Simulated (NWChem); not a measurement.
System: diarsenic (As₂); SMILES [As]#[As]

```xyz
2

As     0.0000     0.0000     1.0593
As     0.0000     0.0000    -1.0593
```
Atoms are numbered in this order, from 1.

Computed with NWChem. The geometry was optimised at B3LYP/6-31G* (spherical d). GIAO values for the isolated, static molecule; σ is the absolute isotropic shielding.

### Question
Estimate the computed values for PBE/pcSseg-1. Quantities: σ As1 (ppm).

### Answer
| Quantity | Result |
|---|---|
| σ As1 (ppm) | -450.8 |
